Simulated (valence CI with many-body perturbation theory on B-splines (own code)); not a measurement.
## Sn XX: calculated level list

Level of theory: configuration interaction combined with many-body perturbation theory (CI+MBPT): three valence electrons over a frozen Dirac-Fock core [Ar] 3d10, a basis of 11 s, 11 p, 10 d, 8 f, 5 g, 2 h functions for each j, with the one-electron correlation potential Σ1 (screened to all orders), the two-electron term Σ2, the three-electron term Σ3, Breit, model QED; selected single and double excitations, second order for the rest, scaled by the run's own slope (own B-spline code, finite nucleus).

No measured levels were compared; by estimate levels hold to about 250 cm⁻¹ or 0.2 % of their energy and the worst to 1 %, as in measured heavy ions of charge 2 to 7; those with d or f electrons hold less well.

Levels 46 to 90 of 186, with energies above the lowest level, 4s2.4p 2P°_1/2. "Leading %" is the weight of the configuration and term that name the level; weights of strongly mixed levels are sums over their largest components and can fall short. In the jj column 3d3/2^4 stands for four electrons in 3d with j = 3/2.

```csv
No.,Configuration,Term,J,E (cm⁻¹),Leading %,Leading jj,g
46,4p2.4d,2F,7/2,1452200,38,4p1/2 4p3/2 4d3/2 (79 %),1.108
47,4p2.4d,2P,3/2,1453000,38,4p1/2 4p3/2 4d3/2 (88 %),1.028
48,4p2.4d,4D,1/2,1455800,84,4p1/2 4p3/2 4d3/2 (97 %),0.119
49,4p2.4d,4F,7/2,1461700,44,4p1/2 4p3/2 4d5/2 (96 %),1.293
50,4p2.4d,4F,9/2,1475800,52,4p1/2 4p3/2 4d5/2 (91 %),1.227
51,4p2.4d,4D,3/2,1485700,42,4p1/2 4p3/2 4d5/2 (79 %),1.219
52,4p2.4d,4D,5/2,1485900,42,4p1/2 4p3/2 4d5/2 (73 %),1.230
53,4p2.4d,2G,7/2,1505300,52,4p1/2 4p3/2 4d5/2 (53 %),1.027
54,4p2.4d,4P,5/2,1515900,49,4p1/2 4p3/2 4d5/2 (59 %),1.399
55,4p2.4d,4P,3/2,1520100,45,4p1/2 4p3/2 4d3/2 (74 %),1.360
56,4p2.4d,4P,1/2,1522100,40,4p1/2 4p3/2 4d3/2 (71 %),1.765
57,4p2.4d,2D,5/2,1543200,42,4p1/2 4p3/2 4d3/2 (37 %),1.074
58,4p2.4d,4D,7/2,1548600,49,4p3/2^2 4d5/2 (92 %),1.283
59,4p2.4d,2P,1/2,1552500,71,4p1/2 4p3/2 4d5/2 (32 %),0.982
60,4p2.4d,2D,3/2,1555000,78,4p1/2 4p3/2 4d5/2 (68 %),0.862
61,4p2.4d,2G,9/2,1555100,45,4p3/2^2 4d5/2 (87 %),1.215
62,4p2.4d,2P,1/2,1573300,55,4p1/2 4p3/2 4d5/2 (48 %),1.145
63,4p2.4d,2D,3/2,1577600,46,4p3/2^2 4d3/2 (85 %),1.168
64,4p2.4d,2F,5/2,1582600,28,4p3/2^2 4d3/2 (60 %),1.199
65,4p2.4d,2F,7/2,1599600,64,4p3/2^2 4d3/2 (56 %),1.123
66,4p2.4d,2S,1/2,1621600,52,4p3/2^2 4d5/2 (46 %),1.983
67,4p2.4d,2P,3/2,1629100,58,4p3/2^2 4d5/2 (55 %),1.227
68,4p2.4d,2D,5/2,1631900,86,4p3/2^2 4d5/2 (89 %),1.201
69,4s.4p.4f,4G,5/2,1651300,56,4s 4p1/2 4f5/2 (74 %),0.781
70,4p2.4d,2D,3/2,1653700,42,4p3/2^2 4d3/2 (24 %),0.721
71,4s.4p.4f,4G,7/2,1654300,37,4s 4p1/2 4f7/2 (63 %),1.129
72,4p2.4d,2D,5/2,1658300,37,4p3/2^2 4d5/2 (56 %),1.126
73,4s.4p.4f,4F,3/2,1663200,33,4s 4p1/2 4f5/2 (29 %),0.603
74,4s.4p.4f,4F,9/2,1664300,34,4s 4p1/2 4f7/2 (72 %),1.232
75,4s.4p.4f,4G,5/2,1672200,30,4s 4p1/2 4f5/2 (42 %),0.923
76,4s.4p.4f,4G,7/2,1679100,33,4s 4p1/2 4f7/2 (57 %),1.178
77,4s.4p.4f,2G,7/2,1698200,46,4s 4p1/2 4f5/2 (27 %),0.959
78,4s2.5s,2S,1/2,1712700,98,4s^2 5s (98 %),2.001
79,4s.4d2,4F,7/2,1713200,53,4s 4d3/2 4d5/2 (49 %),1.242
80,4s.4d2,4F,9/2,1713200,48,4s 4d5/2^2 (55 %),1.260
81,4s.4d2,4F,5/2,1715600,32,4s 4p1/2 4f7/2 (41 %),1.030
82,4s.4d2,4F,5/2,1720900,26,4s 4p1/2 4f5/2 (38 %),1.094
83,4s.4d2,4F,3/2,1722300,61,4s 4d3/2^2 (37 %),0.545
84,4s.4d2,2G,9/2,1727500,37,4s 4p3/2 4f5/2 (43 %),1.139
85,4s.4d2,4P,1/2,1734900,97,4s 4d3/2^2 (50 %),2.655
86,4s.4d2,4P,3/2,1739200,95,4s 4d3/2 4d5/2 (92 %),1.691
87,4s.4p.4f,4G,11/2,1740700,100,4s 4p3/2 4f7/2 (100 %),1.272
88,4s.4d2,4P,5/2,1742100,78,4s 4d3/2 4d5/2 (63 %),1.480
89,4s.4p.4f,2F,7/2,1752500,31,4s 4p3/2 4f5/2 (26 %),1.048
90,4s.4d2,2D,3/2,1753700,59,4s 4d5/2^2 (26 %),0.802
```

Names give the largest LS component (configuration and term), which can be under half, so a name can repeat, a term be missing and a line seem to break the LS rules; names also repeat where a configuration has a term twice.

Where two levels of one J and parity lie close, their mixing, g and order are uncertain.
